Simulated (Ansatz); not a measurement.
Input file for C₂H₇AlO₂:

```yaml
crystal:
  periodic: [false, false, false]
  atoms:
    - {symbol: C, position_ang: [-1.959460, -0.652416, 0.314749]}
    - {symbol: Al, position_ang: [-0.130416, -0.162148, 0.762067]}
    - {symbol: O, position_ang: [1.196178, -0.975822, -0.116739]}
    - {symbol: C, position_ang: [1.665979, 0.079836, -0.803722]}
    - {symbol: O, position_ang: [0.674217, 1.166841, -0.514049]}
    - {symbol: H, position_ang: [-2.090130, -0.834188, -0.755692]}
    - {symbol: H, position_ang: [-2.259995, -1.567007, 0.837262]}
    - {symbol: H, position_ang: [-2.669148, 0.125907, 0.613181]}
    - {symbol: H, position_ang: [0.243216, 0.427874, 2.196648]}
    - {symbol: H, position_ang: [1.654595, -0.052448, -1.891871]}
    - {symbol: H, position_ang: [2.648389, 0.447217, -0.470751]}
    - {symbol: H, position_ang: [1.103777, 1.941255, -0.137182]}
basis:
  gaussian: {orbitals: def2-TZVPP}
correlation: {method: ccsd_t}
```

```sh
$ ansatz run in.yaml --threads 4 --pin off --events-out ev --progress --plain --max-ram 10444MiB
```

Log, shortened:

```
Functional definition: HF
1572 factors; integrals over basis functions are off by at most 1.1e-3 eV
mean field evaluation 1: about -12828.1867 eV, gradient 4.9e1 eV
mean field evaluation 2: about -12828.4355 eV, gradient 4.9e1 eV
mean field evaluation 4: about -12833.3081 eV, gradient 4.4e0 eV
mean field evaluation 8: about -12833.3755 eV, gradient 2.9e-1 eV
mean field -12833.37581246 eV, -471.6178623335 hartree, gradient 4.9e-6 eV, S^2 0.000000; 0 other end points of the search recorded, 0 dependent functions left out
9 core orbitals not correlated: weight in the atoms' cores, before any rotation towards them, 1.000 or more for the frozen orbitals, at most 0.000 for the correlated occupied ones
reference -12833.37581246 eV, -471.6178623335 hartree; 15, 15 occupied and 240, 240 virtual orbitals, 1572 factors
second order -24.74238760 eV of doubles, -0.00000000 eV of singles
cycle   1  -25.02460149 eV  change   -2.8e-1 eV  update   1.0e-1
cycle   2  -25.61165366 eV  change   -5.9e-1 eV  update   3.0e-2
cycle   3  -25.74052663 eV  change   -1.3e-1 eV  update   1.5e-2
cycle   4  -25.72919361 eV  change    1.1e-2 eV  update   3.3e-3
cycle   5  -25.72825955 eV  change    9.3e-4 eV  update   1.7e-3
cycle   6  -25.72925242 eV  change   -9.9e-4 eV  update   5.5e-4
cycle   7  -25.72903314 eV  change    2.2e-4 eV  update   2.4e-4
cycle   8  -25.72893550 eV  change    9.8e-5 eV  update   8.3e-5
cycle   9  -25.72896404 eV  change   -2.9e-5 eV  update   3.1e-5
perturbative correction -0.94925335 eV, -0.0348844170 hartree
Total energy: -12860.05402985 eV, -472.5982687393 hartree
```

It took 3.1 min on 4 threads of an Arm Neoverse V1 on a shared host, with 6.6 GiB of host memory at the peak.

Correlation energy per correlated electron: -0.889 eV. T1 diagnostic: 0.0114.
